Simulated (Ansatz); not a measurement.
Basis sets compared for ZnMeI (CH₃IZn). Charge 0, multiplicity 1. Geometry PBE0-D4/def2-TZVP. Ansatz on 4 threads of INTEL XEON PLATINUM 8581C on a shared host; times are rough, and most runs start from earlier orbitals.

| atom | x (Å) | y (Å) | z (Å) |
| --- | --- | --- | --- |
| Zn1 | -0.886 | -0.578 | -0.178 |
| C2 | 0.712 | 0.465 | 0.143 |
| H3 | 0.544 | 1.507 | -0.133 |
| H4 | 1.542 | 0.075 | -0.448 |
| H5 | 0.984 | 0.422 | 1.200 |
| I6 | -2.896 | -1.891 | -0.583 |

In the def2 sets I takes a core potential; there is no spin–orbit coupling.

Binding counts from free atoms (Zn singlet, C triplet, H doublet, I doublet) in the same basis, without a counterpoise term.

| level | functions | energy (Eh) | HOMO (eV) | LUMO (eV) | binding per atom (eV) | wall time |
| --- | --- | --- | --- | --- | --- | --- |
| PBE-D4/def2-SVP | 86 | -2116.4313 | -6.21 | -1.29 | 3.06 | 0.35 s |
| PBE0-D4/def2-SVP | 86 | -2116.4965 | -7.37 | -0.52 | 3.04 | 0.6 s |

(1) Estimate the rows for PBE-D4/def2-TZVP, PBE0-D4/def2-TZVP.

Answers

(1) 
```tsv
level	functions	energy (Eh)	HOMO (eV)	LUMO (eV)	binding per atom (eV)	wall time
PBE-D4/def2-TZVP	147	-2116.7539	-6.41	-1.49	3.01	0.55 s
PBE0-D4/def2-TZVP	147	-2116.8066	-7.52	-0.69	3.00	0.9 s
```
